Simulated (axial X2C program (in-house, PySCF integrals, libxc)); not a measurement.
F or Cl: which binds elements of chip processing more strongly?

Calculated with an axial X2C code built on PySCF integrals, spin-free (one-electron X2C) or two-component (2c: spin–orbit coupling with atomic mean-field Coulomb and Gaunt terms, which also bring small scalar terms), in Dyall basis sets with cores contracted in-house; open shells are unrestricted.

Level CCSD(T), spin-free. Dyall triple-zeta sets: BF v3z/av3z; BCl v3z/av3z; AlF v3z/av3z; AlCl v3z/av3z; TiF cv3z/av3z; TiCl cv3z/av3z; GaF cv3z/av3z; GaCl cv3z/av3z; GeF cv3z/av3z; GeCl cv3z/av3z; ZrF cv3z/av3z; ZrCl cv3z/av3z. Frozen shells (counts by l): BF F 1s, B 1s, 10 electrons correlated; BCl Cl 2s1p, B 1s, 10 electrons correlated; AlF Al 2s1p, F 1s, 10 electrons correlated; AlCl Cl 2s1p, Al 2s1p, 10 electrons correlated; TiF Ti 3s2p, F 1s, 11 electrons correlated; TiCl Ti 3s2p, Cl 2s1p, 11 electrons correlated; GaF Ga 3s2p1d, F 1s, 10 electrons correlated; GaCl Ga 3s2p1d, Cl 2s1p, 10 electrons correlated; GeF Ge 3s2p1d, F 1s, 11 electrons correlated; GeCl Ge 3s2p1d, Cl 2s1p, 11 electrons correlated; ZrF Zr 4s3p1d, F 1s, 11 electrons correlated; ZrCl Zr 4s3p1d, Cl 2s1p, 11 electrons correlated. Coupled cluster in natural virtuals with an MP2 remainder. Where the outer core of a metal is frozen, bonds come out longer and ionisation energies lower.

Diatomic bonds are a first guide to the radicals met in plasma etching, cleaning and deposition, though surfaces and higher halides or oxides behave in their own way.

```tsv
element M	state of MF	Re MF (Å)	D0 MF (eV)	state of MCl	Re MCl (Å)	D0 MCl (eV)
B	M_S = 0, Λ = 0	1.274	7.63	M_S = 0, Λ = 0	1.726	5.12
Al	M_S = 0, Λ = 0	1.677	6.82	M_S = 0, Λ = 0	2.158	5.06
Ti	M_S = 3/2, Λ = 0	1.814	5.32	M_S = 3/2, Λ = 3	2.309	4.06
Ga	M_S = 0, Λ = 0	1.791	6.04	M_S = 0, Λ = 0	2.235	4.72
Ge	M_S = 1/2, Λ = 1	1.758	5.19	M_S = 1/2, Λ = 1	2.193	3.88
Zr	M_S = 3/2, Λ = 0	1.913	5.99	M_S = 3/2, Λ = 0	2.373	4.38
```

**Question.** Work out the energy at 0 K of MF + Cl → MCl + F for each element.

**Answer.** ΔE = D0(MF) − D0(MCl) at CCSD(T), spin-free: B 2.51, Al 1.76, Ti 1.26, Ga 1.32, Ge 1.31, Zr 1.61 eV (negative: the exchange gives off energy).

**Question.** For which element is the exchange to Cl most and for which least favourable, and what is the energy of TiF + BCl → TiCl + BF?

**Answer.** Ti most (1.26 eV; too close to rank against Ga, Ge), B least (2.51 eV). The atoms cancel in the double exchange: ΔE = 1.26 − (2.51) = -1.25 eV, a figure less sensitive to errors in the atoms than D0 itself.

Each entry is the lowest single determinant of a limited PBE0 search at one distance. D0 = De minus the zero-point energy; De goes to single-determinant-based atoms at the same level (for ions the charge split of lowest energy) and is withheld (n/a) where an atom does not fit its ground term or J level. Main or longest-lived isotopes. One determinant is a doubtful description, or other states lie close, for TiF, TiCl, ZrF, ZrCl; these need not be ground states, and all values refer to the states named. Spin-free values lack the spin–orbit lowering of the atoms, a third of the ²P splitting for halogens (0.036 eV for Cl, 0.152 eV for Br from NIST levels). These D0 were not checked against measured values; triple-zeta sets, frozen cores and single determinants leave errors of some tenths of an eV, more for transition metals.
